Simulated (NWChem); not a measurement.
System: CH5FOSi2; SMILES F[Si@H]1CO[SiH2]1

NWChem input:

```
start job
memory heap 200 mb stack 900 mb global 1100 mb
geometry units angstroms
  F     -1.418639     1.484097    -0.693478
  Si    -0.646894     0.622763     0.444483
  C     -0.738072    -1.256493     0.011953
  O      0.669378    -1.535892    -0.125916
  Si     1.509159    -0.125672     0.039781
  H     -1.390696     0.983475     1.643866
  H     -1.139630    -1.922849     0.777225
  H     -1.230287    -1.501589    -0.931994
  H      2.195065     0.210073    -1.209243
  H      2.448366    -0.241276     1.153961
end
basis spherical
  * library def2-svp
end
dft
  xc pbe0
  iterations 150
end
driver
  maxiter 120
end
task dft optimize
task dft freq
```

NWChem printed, in part:

```
             Northwest Computational Chemistry Package (NWChem) 7.3.0
             --------------------------------------------------------

 C1  symmetry detected

                             Geometry "geometry" -> ""
                             -------------------------

 Output coordinates in angstroms (scale by  1.889725989 to convert to a.u.)

  No.       Tag          Charge          X              Y              Z
 ---- ---------------- ---------- -------------- -------------- --------------
    1 F                    9.0000     0.28989762     2.11849928    -0.55950433
    2 Si                  14.0000     0.08865742     0.89951295     0.49216887
    3 C                    6.0000    -1.42620258    -0.17367562    -0.03741986
    4 O                    8.0000    -0.75901567    -1.43258922    -0.25647540
    5 Si                  14.0000     0.86371886    -1.21558098    -0.05387198
    6 H                    1.0000    -0.11261563     1.61813587     1.74314625
    7 H                    1.0000    -2.20686690    -0.33233115     0.70844341
    8 H                    1.0000    -1.91361767     0.12264145    -0.96908843
    9 H                    1.0000     1.57160000    -1.45032455    -1.31365468
   10 H                    1.0000     1.34849456    -2.09689524     1.00685836

 Effective nuclear repulsion energy (a.u.)     300.6037594785

                                Z-matrix (autoz)
                                --------

 Units are Angstrom for bonds and degrees for angles

      Type          Name      I     J     K     L     M      Value
      ----------- --------  ----- ----- ----- ----- ----- ----------
    1 Stretch                  1     2                       1.62248
    2 Stretch                  2     3                       1.93054
    3 Stretch                  2     5                       2.31787
    4 Stretch                  2     6                       1.45667
    5 Stretch                  3     4                       1.44152
    6 Stretch                  3     7                       1.09129
    7 Stretch                  3     8                       1.09242
    8 Stretch                  4     5                       1.64967
    9 Stretch                  5     9                       1.46399
   10 Stretch                  5    10                       1.46180
   11 Bend                     1     2     3               109.70439
   12 Bend                     1     2     5               119.43328
   13 Bend                     1     2     6               101.72135
   14 Bend                     2     3     4                99.43846
   15 Bend                     2     3     7               117.04279
   16 Bend                     2     3     8               115.67559
   17 Bend                     2     5     4                79.63286
   18 Bend                     2     5     9               120.71203
   19 Bend                     2     5    10               119.34719
   20 Bend                     3     2     5                71.97050
   21 Bend                     3     2     6               113.66621
   22 Bend                     3     4     5               108.76773
   23 Bend                     4     3     7               107.93793
   24 Bend                     4     3     8               108.28804
   25 Bend                     4     5     9               110.41753
   26 Bend                     4     5    10               109.63477
   27 Bend                     5     2     6               134.32230
   28 Bend                     7     3     8               107.64697
   29 Bend                     9     5    10               111.55494
   30 Torsion                  1     2     3     4         118.62653
   31 Torsion                  1     2     3     7        -125.56285
   32 Torsion                  1     2     3     8           2.97680
   33 Torsion                  1     2     5     4        -105.54986
   34 Torsion                  1     2     5     9           2.13789
   35 Torsion                  1     2     5    10         147.65008
   36 Torsion                  2     3     4     5          -4.24824
   37 Torsion                  2     5     4     3           3.54738
   38 Torsion                  3     2     5     4          -2.63672
   39 Torsion                  3     2     5     9         105.05103
   40 Torsion                  3     2     5    10        -109.43678
   41 Torsion                  3     4     5     9        -115.52443
   42 Torsion                  3     4     5    10         121.17517
   43 Torsion                  4     3     2     5           3.00924
   44 Torsion                  4     3     2     6        -128.25947
   45 Torsion                  4     5     2     6         103.15691
   46 Torsion                  5     2     3     7         118.81986
   47 Torsion                  5     2     3     8        -112.64049
   48 Torsion                  5     4     3     7        -126.81343
   49 Torsion                  5     4     3     8         116.91819
   50 Torsion                  6     2     3     7         -12.44886
   51 Torsion                  6     2     3     8         116.09079
   52 Torsion                  6     2     5     9        -149.15534
   53 Torsion                  6     2     5    10          -3.64315

                           NWChem Geometry Optimization
                           ----------------------------

 maximum gradient threshold         (gmax) =   0.000450
 rms gradient threshold             (grms) =   0.000300
 maximum cartesian step threshold   (xmax) =   0.001800
 rms cartesian step threshold       (xrms) =   0.001200
 fixed trust radius                (trust) =   0.300000
 source of zmatrix                         =   autoz

          -------------------
          Energy Minimization
          -------------------

[...]

      ----------------------
      Optimization converged
      ----------------------

  Step       Energy      Delta E   Gmax     Grms     Xrms     Xmax
  ---- ---------------- -------- -------- -------- -------- --------
@   14    -794.39703088 -1.9D-07  0.00018  0.00005  0.00021  0.00059
                                     ok       ok       ok       ok

                                Z-matrix (autoz)
                                --------

 Units are Angstrom for bonds and degrees for angles

[...]

 Rotational Constants
 --------------------
 A=   0.183838 cm-1  (  0.264496 K)
 B=   0.077644 cm-1  (  0.111710 K)
 C=   0.062147 cm-1  (  0.089414 K)

 Temperature                      =   298.15K
 frequency scaling parameter      =   1.0000

 Zero-Point correction to Energy  =   38.111 kcal/mol  (  0.060734 au)
 Thermal correction to Energy     =   42.159 kcal/mol  (  0.067185 au)
 Thermal correction to Enthalpy   =   42.752 kcal/mol  (  0.068129 au)

 Total Entropy                    =   80.319 cal/mol-K
   - Translational                =   39.929 cal/mol-K (mol. weight = 107.9863)
   - Rotational                   =   26.988 cal/mol-K (symmetry #  =        1)
   - Vibrational                  =   13.402 cal/mol-K

 Cv (constant volume heat capacity) =   22.775 cal/mol-K
   - Translational                  =    2.979 cal/mol-K
   - Rotational                     =    2.979 cal/mol-K
   - Vibrational                    =   16.816 cal/mol-K

[normal modes left out]

 ----------------------------------------------------------------------------
 Normal Eigenvalue ||           Projected Infra Red Intensities
  Mode   [cm**-1]  || [atomic units] [(debye/angs)**2] [(KM/mol)] [arbitrary]
 ------ ---------- || -------------- ----------------- ---------- -----------
    1       -0.000 ||    0.000069           0.002         0.067       0.016
    2       -0.000 ||    0.000019           0.000         0.019       0.004
    3       -0.000 ||    0.000009           0.000         0.009       0.002
    4        0.000 ||    0.000015           0.000         0.015       0.003
    5        0.000 ||    0.000077           0.002         0.075       0.018
    6        0.000 ||    0.000322           0.007         0.314       0.074
    7       67.332 ||    0.008353           0.193         8.143       1.920
    8      172.104 ||    0.005332           0.123         5.198       1.225
    9      225.515 ||    0.006944           0.160         6.770       1.596
   10      388.641 ||    0.005729           0.132         5.585       1.317
   11      433.058 ||    0.009115           0.210         8.886       2.095
   12      487.464 ||    0.016299           0.376        15.889       3.746
   13      616.999 ||    0.011187           0.258        10.906       2.571
   14      665.839 ||    0.020761           0.479        20.239       4.771
   15      704.930 ||    0.055208           1.274        53.819      12.687
   16      750.467 ||    0.118585           2.736       115.603      27.252
   17      779.167 ||    0.046412           1.071        45.245      10.666
   18      826.560 ||    0.004944           0.114         4.820       1.136
   19      850.253 ||    0.149932           3.459       146.161      34.455
   20      913.060 ||    0.172825           3.987       168.479      39.716
   21      969.086 ||    0.135204           3.119       131.804      31.071
   22     1059.398 ||    0.105865           2.442       103.202      24.328
   23     1200.383 ||    0.001451           0.033         1.415       0.333
   24     1252.861 ||    0.003700           0.085         3.607       0.850
   25     1455.151 ||    0.002372           0.055         2.313       0.545
   26     2225.793 ||    0.164179           3.788       160.050      37.729
   27     2230.972 ||    0.060180           1.388        58.667      13.830
   28     2239.340 ||    0.159331           3.676       155.324      36.615
   29     3047.371 ||    0.028974           0.668        28.246       6.659
   30     3110.067 ||    0.012051           0.278        11.747       2.769
 ----------------------------------------------------------------------------
```

Level: PBE0/def2-SVP.
